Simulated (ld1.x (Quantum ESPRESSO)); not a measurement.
## Reading a pseudo-wave (carbon (C))

Columns: radius, all-electron u(r) and pseudo u(r) of the 2p shell (level -17.01 eV) of carbon in the configuration [He] 2s2 2p1; PBE, non-relativistic, ultrasoft scheme, ld1.x (Quantum ESPRESSO) 7.5.

| r (bohr) | all-electron | pseudo |
| --- | --- | --- |
| 0.125 | 0.0802 | 0.0114 |
| 0.250 | 0.2320 | 0.0446 |
| 0.375 | 0.3871 | 0.0971 |
| 0.500 | 0.5200 | 0.1649 |
| 0.625 | 0.6235 | 0.2428 |
| 0.750 | 0.6995 | 0.3253 |
| 0.875 | 0.7495 | 0.4064 |
| 1.000 | 0.7759 | 0.4807 |
| 1.125 | 0.7826 | 0.5438 |
| 1.250 | 0.7736 | 0.5921 |
| 1.375 | 0.7525 | 0.6237 |
| 1.500 | 0.7227 | 0.6382 |
| 1.625 | 0.6869 | 0.6365 |
| 1.750 | 0.6473 | 0.6208 |
| 1.875 | 0.6056 | 0.5939 |
| 2.000 | 0.5633 | 0.5594 |
| 2.125 | 0.5213 | 0.5206 |
| 2.250 | 0.4803 | 0.4804 |
| 2.375 | 0.4411 | 0.4411 |
| 2.500 | 0.4037 | 0.4037 |
| 2.625 | 0.3686 | 0.3686 |
| 2.750 | 0.3356 | 0.3356 |
| 2.875 | 0.3050 | 0.3050 |
| 3.000 | 0.2766 | 0.2766 |
| 3.125 | 0.2503 | 0.2503 |
| 3.250 | 0.2262 | 0.2262 |

**Question.** How many radial nodes do the two functions have?

**Answer.** The all-electron 2p function has n − l − 1 = 0; the pseudo-wave has 0.

**Question.** At about which radius was the pseudo-wave matched?

**Answer.** 2.50 bohr. The columns agree to 0.0005 from 2.25 bohr on; several derivatives are matched, so the curves merge somewhat inside the radius.

**Question.** Where does each function peak?

**Answer.** Outermost all-electron maximum near 1.12 bohr, pseudo maximum near 1.50 bohr (to the table’s step).

**Question.** Is the pseudo-wave norm-conserving?

**Answer.** No, it belongs to an ultrasoft set: the norm inside the radius is not constrained, and the difference is carried by the augmentation charge.
